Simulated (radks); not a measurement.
Fractional charge and spin in the 5p shell of erbium: the spin-up occupation runs from 2 to 3 and the spin-down occupation from 2 to 3; the fullest corner is Er+, [Kr] 4d10 4f(up 6, down 6) 5s2 6s(up 0.5, down 0.5) 5p(up 3, down 3). Calculated with a radial shooting solver on a logarithmic mesh with Libxc functionals: scalar-relativistic Kohn-Sham, PBE, spin-polarised, spherical densities, finite nucleus; Fermi nuclear charge, rms radius of each element as measured or else 0.836 A^(1/3) + 0.57 fm. Energy (eV) above the fullest corner. The planes named below are the two flat planes that join the four corners, with an edge along up + down = one added electron.

down \ up,2,2.5,3
2,91.418,63.539,38.943
2.5,63.539,39.166,17.959
3,38.943,17.959,0.000

Corners above the fullest one (they belong to Er2+ and the next ion): (up 3, down 2) 38.943 eV, (up 2, down 3) 38.943 eV, (up 2, down 2) 91.418 eV. With half an added electron in each spin the energy lies 0.223 eV from the planes, and with half an added electron in spin up alone -1.642 eV. The planes are only a guide here: the flat-plane condition holds for ground states with one frontier orbital, while this shell lies below other occupied shells, so the corners above the fullest one are inner-hole states and not the ground states of those ions.
